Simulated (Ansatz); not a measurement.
Reaction (ligand exchange at the Sn–N bond): `C[N](C)[Sn][OH]` + CH₃SH → `C[S][Sn][OH]` + `CNC`

Program: Ansatz. Geometries: PBE0-D4/def2-TZVP. ΔE: electronic, gas phase. CBS: MP2 limit from def2 TZ/QZ plus the TZ coupled-cluster correction, frozen cores. This one scheme is used for every species. DFT in def2-TZVPP. B3LYP here is the variant with VWN-RPA as its local correlation; programs differ in this. HSE06 is defined as in plane-wave codes. def2 core potentials past Kr. For Sn outer-core shells are correlated without core-valence functions, which leaves a few kJ/mol of doubt a bond. Each species was taken in one conformer, which may not be the lowest.

| level | ΔE (kJ/mol) | difference from CCSD(T)/CBS |
| --- | --- | --- |
| LDA (SPW92) | -50.5 | -1.3 |
| PBE-D4 | -56.1 | -6.9 |
| revPBE-D4 | -54.6 | -5.4 |
| BLYP-D4 | -51.1 | -1.9 |
| r2SCAN-D4 | -55.4 | -6.2 |
| B97M-V | -55.6 | -6.4 |
| PBE0-D4 | -59.0 | -9.8 |
| B3LYP-D4 | -54.2 | -5.0 |
| r2SCANh-D4 | -56.7 | -7.5 |
| r2SCAN0-D4 | -58.6 | -9.4 |
| HSE06-D4 | -59.5 | -10.3 |
| BHLYP-D4 | -57.9 | -8.7 |
| CAM-B3LYP-D4 | -50.6 | -1.4 |
| ωB97M-V | -53.5 | -4.3 |
| B2PLYP | -51.8 | -2.6 |
| PBE-QIDH | -54.9 | -5.7 |
| revPBE | -60.2 | -11.0 |
| BLYP | -55.2 | -6.0 |
| r2SCAN | -56.0 | -6.8 |
| PBE0 | -60.6 | -11.4 |
| B3LYP | -57.1 | -7.9 |
| r2SCANh | -57.4 | -8.2 |
| r2SCAN0 | -59.4 | -10.2 |
| BHLYP | -59.3 | -10.1 |
| CAM-B3LYP | -52.3 | -3.1 |
| LC-ωPBE | -52.9 | -3.7 |
| RPA@PBE/def2-TZVPP | -41.9 | 7.3 |
| HF/def2-SVP | -64.7 | -15.5 |
| MP2/def2-SVP | -43.4 | 5.8 |
| CCSD/def2-SVP | -47.0 | 2.2 |
| HF/def2-TZVPP | -63.7 | -14.5 |
| MP2/def2-TZVPP | -45.1 | 4.1 |
| SCS-MP2/def2-TZVPP | -45.3 | 3.9 |
| CCSD/def2-TZVPP | -47.9 | 1.3 |
| CCSD(T)/def2-TZVPP | -46.0 | 3.2 |
| HF/def2-QZVPP | -62.7 | -13.5 |
| SCS-MP2/def2-QZVPP | -46.9 | 2.3 |
| HF/CBS(def2) | -62.5 | -13.3 |
| MP2/CBS(def2) | -48.2 | 1.0 |
| CCSD/CBS(def2) | -51.0 | -1.8 |
| CCSD(T)/CBS | -49.2 | 0 |

Largest T1 diagnostic among the species: 0.017.

From r2SCAN to r2SCAN0 (25 % exact exchange), in def2-TZVPP and without D4, ΔE moves by −3.4 kJ/mol. In def2-TZVPP, CCSD(T) changes the Hartree–Fock value by +17.7 kJ/mol (the triples alone add +1.8 kJ/mol) and MP2 by +18.6 kJ/mol.
